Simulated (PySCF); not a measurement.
**Working out the ionisation energy of O²⁺**

O²⁺ [He] 2s2 2p2 (3P) → O³⁺ [He] 2s2 2p1 (2P). Computed with PySCF 2.14 in aug-cc-pVTZ (5s4p3d2f, 46 functions), with the non-relativistic Hamiltonian (point nucleus). Frozen: 1s2. Energies in hartree (1 hartree = 27.21139 eV):

| part | O²⁺ (lower) | O³⁺ (upper) |
| --- | --- | --- |
| UHF | -73.100461 | -71.094547 |
| MP2 opposite-spin | -0.062192 | -0.057532 |
| MP2 same-spin | -0.013086 | -0.003752 |

Q: What does Hartree-Fock give?

A: (-71.094547) − (-73.100461) = 2.005914 hartree = 54.584 eV.

Q: What do MP2 and SCS-MP2 (6/5 opposite-spin, 1/3 same-spin) give?

A: The opposite-spin parts differ by 0.127 eV and the same-spin parts by 0.254 eV. MP2: 54.584 + (0.127) + (0.254) = 54.965 eV. SCS-MP2: 54.584 + 1.2 × (0.127) + (0.254)/3 = 54.821 eV.

A first-order spin-orbit estimate adds -0.005 eV to MP2 (valence), giving 54.960 eV against 54.936 eV (semi-empirical (NIST evaluation); NIST Atomic Spectra Database, ionization energies).

What remains against the reference includes basis incompleteness, the frozen core and correlation beyond second order.
